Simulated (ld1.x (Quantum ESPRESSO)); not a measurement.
Configuration tests for antimony (Sb) (RRKJ)

```json
{
 "Element": "Sb",
 "Generator": "ld1.x (Quantum ESPRESSO) 7.5",
 "Type": "norm-conserving RRKJ (Kleinman–Bylander form)",
 "Functional": "PW91",
 "Relativity": "scalar-relativistic",
 "Frozen core": "[Kr] 4d10",
 "Valence charge": "5",
 "Reference configuration": "5s1 5p4",
 "Partial waves": "5s (bound): rc 2.05 bohr; 5d channel at 0.3 Ry: rc 2.00 bohr; 5p (bound): rc 2.05 bohr",
 "Local potential": "the p channel",
 "Core correction": "Bessel-smoothed model core inside 1.30 bohr",
 "rho0": "0.001"
}
```

Energies are relative to the spin-unpolarised reference configuration 5s1 5p4; without spin polarisation the order of configurations can differ from experiment.

Question: Give the all-electron excitation energy and the error of the potential for: 5s2 5p3; 5s2 5p2; 5s2 5p1; 5s2 5p0; 5s0 5p5; 5s1 5p0; 5s2 5p3.3.

Answer:

```
valence configuration  charge  ΔE all-electron (eV)  error AE − PS (meV)
              5s2 5p3       0                -8.139                 -7.2
              5s2 5p2      +1                 0.237                 -5.5
              5s2 5p1      +2                16.283                  -17
              5s2 5p0      +3                40.792                  -82
              5s0 5p5       0                 8.349                 -9.0
              5s1 5p0      +4                85.197                 -339
            5s2 5p3.3    -0.3                -9.311                 -7.4
```

Levels in the configuration 5s2 5p1:

```json
{"level": "5s", "all-electron (eV)": "-29.529", "pseudo (eV)": "-29.556"}
{"level": "5p", "all-electron (eV)": "-20.169", "pseudo (eV)": "-20.193"}
```

Note: ghost state, extra bound levels that the all-electron valence spectrum of the same l lacks: d at -106.3 eV. A true bound ghost makes a file unfit for plane-wave use.
